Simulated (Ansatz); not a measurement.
Cost and result for the atomization energy of `FCC(F)OC(F)F` (12 atoms, 11 bonds).

| atom | x (Å) | y (Å) | z (Å) |
| --- | --- | --- | --- |
| F1 | -0.966 | -2.081 | -0.682 |
| C2 | -1.219 | -1.252 | 0.382 |
| C3 | -0.073 | -0.282 | 0.538 |
| F4 | -0.239 | 0.375 | 1.730 |
| O5 | -0.107 | 0.616 | -0.511 |
| C6 | 1.056 | 1.278 | -0.790 |
| F7 | 1.010 | 1.637 | -2.074 |
| F8 | 1.153 | 2.401 | -0.056 |
| H9 | -1.309 | -1.852 | 1.290 |
| H10 | -2.145 | -0.701 | 0.200 |
| H11 | 0.893 | -0.801 | 0.577 |
| H12 | 1.945 | 0.662 | -0.605 |

Charge 0, multiplicity 1. All single points use the PBE0-D4/def2-TZVP geometry. It is one conformer, not always the lowest. Program: Ansatz. All runs use 2 threads of an AMD EPYC 7R13 on a shared host and a share of an NVIDIA H100 80 GB. Times are those of one run each, without the atoms' runs, and a repeat can differ threefold. Electronic energies, without spin–orbit coupling; frozen cores. CCSD(T)/CBS adds CCSD(T) − MP2 in def2-TZVPP to the MP2 limit, and its time is that of the two runs behind it. T1 = 0.012. B3LYP takes the VWN-RPA correlation (the form of Gaussian; ORCA's B3LYP/G).

CCSD(T)/CBS is a level of theory with its own doubt, some kJ/mol a heavy atom from the limit and from the frozen cores, so smaller differences don't rank the functionals.

| level | functions | wall time |
| --- | --- | --- |
| PBE0-D4/def2-TZVPP | 304 | 2.3 s |
| PBE-D4/def2-TZVPP (with forces) | 304 | 2.4 s |
| B3LYP-D4/def2-TZVPP (with forces) | 304 | 2.5 s |
| B2PLYP/def2-TZVPP | 304 | 2.5 s |
| ωB97X-V/def2-TZVPP | 304 | 2.8 s |
| r2SCAN-D4/def2-TZVPP (with forces) | 304 | 2.9 s |
| ωB97M-V/def2-TZVPP (with forces) | 304 | 3.9 s |
| MP2/def2-QZVPP | 576 | 4.3 s |
| CCSD(T)/def2-TZVPP | 304 | 7 s |
| CCSD(T)/CBS(def2) | – | 11 s |

Q: What atomization energy does each give, and how far from CCSD(T)/CBS? (An estimate is asked.)

A: Computed: 
```
                             level  atomization (kcal/mol)  difference from CCSD(T)/CBS  per bond
                PBE0-D4/def2-TZVPP                  1156.8                          7.0       0.6
   PBE-D4/def2-TZVPP (with forces)                  1197.1                         47.3       4.3
 B3LYP-D4/def2-TZVPP (with forces)                  1144.2                         -5.6      -0.5
                 B2PLYP/def2-TZVPP                  1136.7                        -13.1      -1.2
                ωB97X-V/def2-TZVPP                  1155.0                          5.2       0.5
r2SCAN-D4/def2-TZVPP (with forces)                  1156.9                          7.1       0.7
  ωB97M-V/def2-TZVPP (with forces)                  1155.0                          5.2       0.5
                    MP2/def2-QZVPP                  1178.6                         28.8       2.6
                CCSD(T)/def2-TZVPP                  1118.4                        -31.4      -2.9
                 CCSD(T)/CBS(def2)                  1149.8                          0.0       0.0
```

The D4 term adds +7.8 kcal/mol with B3LYP and +4.1 kcal/mol with PBE0; it sums over pairs of atoms, weighted by their polarisabilities, and B3LYP, whose exchange is more repulsive, gets the larger term. In def2-TZVPP, CCSD(T) changes the Hartree–Fock value by +324.0 kcal/mol (the triples alone add +22.5 kcal/mol) and MP2 by +365.8 kcal/mol; breaking electron pairs costs correlation energy, which Hartree–Fock lacks. From PBE to PBE0 (25 % exact exchange), in def2-TZVPP and without D4, the atomization energy moves by −39.6 kcal/mol: exact exchange takes away binding that semilocal exchange gives to molecules.
